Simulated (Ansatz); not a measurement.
H$_{2}$Cl$_{2}$Ge, singlet, at a GFN2-xTB geometry, atoms displaced at random by about 0.08 Å a coordinate; B3LYP/STO-3G, gradient in Ansatz (a quantum-chemistry and plane-wave program).

Ansatz was given this input:
Ansatz 0.2 input:
```yaml
crystal:
  periodic: [false, false, false]
  atoms:
    - {symbol: Ge, position_ang: [0.19155177, -0.73123688, 0.00733415]}
    - {symbol: Cl, position_ang: [1.72623628, 0.68969889, -0.23923416]}
    - {symbol: Cl, position_ang: [-1.69118444, 0.65659178, -0.00340992]}
    - {symbol: H, position_ang: [-0.17690637, -1.44927625, 1.28293613]}
    - {symbol: H, position_ang: [-0.02205491, -1.58996746, -1.24267537]}
basis:
  gaussian:
    orbitals: STO-3G
hamiltonian:
  xc: b3lyp
output: {forces: true}
```

It wrote (shortened):

```
Functional definition: B3LYP
399 factors; integrals over basis functions are off by at most 1.4e-5 eV
mean field evaluation 1: about -80665.8619 eV, gradient 4.7e1 eV
mean field evaluation 2: about -80666.5669 eV, gradient 3.8e1 eV
mean field evaluation 4: about -80673.1634 eV, gradient 9.7e-1 eV
mean field evaluation 8: about -80673.1596 eV, gradient 8.3e-3 eV
mean field -80673.15959037 eV, -2964.6839327144 hartree, gradient 5.7e-5 eV, S^2 0.000000; 0 other end points of the search recorded, 0 dependent functions left out
the calculation of the forces begins
reference -80673.15975426 eV, -2964.6839387373 hartree; 34, 34 occupied and 4, 4 virtual orbitals, 399 factors
Total energy: -80673.15975426 eV, -2964.6839387373 hartree
Atom 0 at     0.191552    -0.731237     0.007334 Å, force    -3.767991    -0.579786    -0.234362 eV/Å
Atom 1 at     1.726236     0.689699    -0.239234 Å, force     0.473696    -0.151584     0.176896 eV/Å
Atom 2 at    -1.691184     0.656592    -0.003410 Å, force     1.549015    -1.203845    -0.103874 eV/Å
Atom 3 at    -0.176906    -1.449276     1.282936 Å, force     1.170939     0.850037    -1.354142 eV/Å
Atom 4 at    -0.022055    -1.589967    -1.242675 Å, force     0.574341     1.085178     1.515482 eV/Å
Dipole moment:     0.312939    -0.709087     0.074067 e Å
```
